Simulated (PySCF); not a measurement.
# MNOH across group 16

Level: PBE0, basis family def2-TZVP, scalar-relativistic core potentials from Rb on and no relativity for lighter atoms.

Each entry is the lowest minimum that a search over a few typed start shapes (and spin states, where more than one is plausible) found, or that minimum re-optimised at the stated level; isomers with ligand–ligand bonds, or fragments after loss of a ligand pair, can lie lower. Open shells are unrestricted; no spin–orbit coupling; PySCF with density fitting.

| molecule | 2S+1 | point group | mean bond to the central atom (Å) | distinct angles (°) | atomisation (kJ/mol) | gap (eV) | polar-tensor charge of the central atom |
| --- | --- | --- | --- | --- | --- | --- | --- |
| SN(OH) | 1 | Cs | 1.547 | 109/117 | 1196 | 5.39 | 0.84 |
| SeN(OH) | ? | ? | ? | ? | ? | ? | ? |
| TeN(OH) | 1 | Cs | 1.885 | 109/109 | 956 | 4.01 | 0.85 |

Question: Fill in the row of SeN(OH).

Answer: 2S+1: 1; point group: Cs; mean bond to the central atom (Å): 1.708; distinct angles (°): 108/113; atomisation (kJ/mol): 1043; gap (eV): 4.61; polar-tensor charge of the central atom: 0.84.

Left out of the table are members whose search was unfinished or whose lowest solution was spin-contaminated, unstable, very soft or bonded differently.
